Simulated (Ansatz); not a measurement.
Ideal-gas functions of `[CH3][SnH][OH]` radical at 298.15 K and 1 bar, from an Ansatz frequency run at PBE0-D4/def2-TZVP.

Molar mass 151.76 g/mol, point group C1 (symmetry number 1), electronic degeneracy 2, moments of inertia 48.432, 96.195, 136.159 u Å². Harmonic wavenumbers (cm⁻¹, unscaled): 79, 143, 224, 449, 496, 527, 598, 720, 761, 823, 1185, 1438, 1448, 1830, 3061, 3161, 3173, 3892.

Use S(trans) = R[1.5 ln M + 2.5 ln T − 1.1517]; rotational temperatures θ = 24.2544 K / I; S(rot) = R[ln(√π/σ · √(T³/θAθBθC)) + 1.5]; for each mode x = 1.438777 ν̃/T, S = R[x/(eˣ − 1) − ln(1 − e⁻ˣ)] and H = RT x/(eˣ − 1); 1 cm⁻¹ = 0.0119627 kJ/mol; R = 8.31446 J/(mol·K).

**Question.** By hand: the entropy, in J/(mol·K).

**Answer.** Translation 171.5. Rotation: θ = 0.5008, 0.2521, 0.1781 K, giving 104.1. Vibration, mode by mode: 16.38, 11.56, 8.06, 3.34, 2.80, 2.49, 1.90, 1.19, 1.01, 0.79, 0.18, 0.06, 0.06, 0.01, 0.00, 0.00, 0.00, 0.00, in all 49.8. Electronic 5.8. Sum 331.2 J/(mol·K).

**Question.** By hand: H − E and G − E in kJ/mol, counted from the electronic energy.

**Answer.** Zero-point energy ½ × 24008 × 0.0119627 = 143.6; thermal vibration 8.2; translation, rotation and pV give 4 RT = 9.9. H − E = 161.7 kJ/mol, and G − E = 161.7 − 298.15 × 331.2/1000 = 63.0 kJ/mol.

Vibration gives 15 % of the entropy, 27.9 J/(mol·K) of it from the modes under 150 cm⁻¹: soft modes count most, and the harmonic formula is weakest for them. The sum counts one conformer and one mirror image; others add a mixing term.
